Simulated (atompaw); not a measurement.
**terbium (Tb): one change to a PAW (atompaw) potential, before and after**

```
Element                 : Tb
Generator               : atompaw 4.2.0.5
Type                    : PAW
Functional              : PBEsol
Relativity              : scalar-relativistic
Frozen core             : [Kr] 4d10 4f8
Valence charge          : 11
Reference configuration : 5s2 5p6 5d1 6s1.5 6p0 (charge +0.5)
Partial waves           : 5s (bound): rc 2.45 bohr; 6s (bound): rc 2.80 bohr; 5p (bound): rc 2.65 bohr; 6p (bound, empty): rc 2.80 bohr; 5d (bound): rc 2.80 bohr; 5d channel at 0.7 Ry: rc 2.80 bohr
Local potential         : ultrasoft scheme with l = 3 at 1 Ry, radius 2.35 bohr
Core correction         : smooth core density matched at 2.80 bohr
Augmentation charge     : sinc compensation charge, radius 2.45 bohr; PAW radius 2.80 bohr; waves and projectors: custom polynom vanderbiltortho
```

All-electron outer shells of the reference configuration (PBEsol, scalar-relativistic, ld1.x):

```
shell  level (eV)  outermost node (bohr)  outermost maximum (bohr)
   5s      -54.36                   0.64                      1.18
   5p      -30.96                   0.69                      1.33
   4f      -12.06                      –                      0.55
   6s       -6.75                   1.57                      3.24
   5d       -5.28                   0.77                      1.92
   6p       -3.45                   1.88                      4.21
```

Change: wave 6p (bound): rc 2.80 bohr becomes 6p (bound): rc 2.58 bohr.

Cutoffs: the cutoffs (Ry, on a coarse ladder) from which the occupation-weighted sum of valence levels, in a spherical-Bessel basis at the reference potential, stays within 10 and 1 mRy of its value at 400 Ry; they do not see the model core or the augmentation charge, which bear on the density cutoff.

What does the change do?

The potential gets harder (12 Ry and 21 Ry → 15 Ry and 21 Ry); neither file shows a bound ghost.

| quantity | base | changed |
| --- | --- | --- |
| cutoff, loose | 12 Ry | 15 Ry |
| cutoff, tight | 21 Ry | 21 Ry |
| bound ghosts | none | none |
| s: phases at 2.81 bohr within 0.05 rad from the reference energy up to (Ry; the scan ends near 5) | 4.2 | 4.2 |
| p: phases at 2.81 bohr within 0.05 rad from the reference energy up to (Ry; the scan ends near 5) | to the end of the scan | 4.4 |
| d: phases at 2.81 bohr within 0.05 rad from the reference energy up to (Ry; the scan ends near 5) | 2.8 | 2.8 |
| lowest overlap eigenvalue by channel | s 0.69, p 0.84, d 0.95 | s 0.69, p 0.92, d 0.95 |

 The cutoffs see the waves, projectors and local potential, not the compensation charge or the core.
